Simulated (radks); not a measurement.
Problem. Valence configurations of Ar II (all share [Ne]). Calculated with a radial shooting solver on a logarithmic mesh with Libxc functionals: scalar-relativistic Kohn-Sham, r2SCAN, spin-polarised, spherical densities, finite nucleus; open shells are filled with parallel spins first; meta-GGA in the generalised Kohn-Sham scheme; Fermi nuclear charge, rms radius 3.4274 fm. Order these by energy: 3s1 3p6; 3s2 3p5; 3s1.5 3p5.5.

Solution. From the lowest, in eV above it: 3s2 3p5 0.000; 3s1.5 3p5.5 7.605; 3s1 3p6 15.186. NIST lists [Ne] 3s2 3p5 as the ground configuration; this level of theory agrees among the configurations tried. The energies are those of spherical high-spin densities, not of single terms.
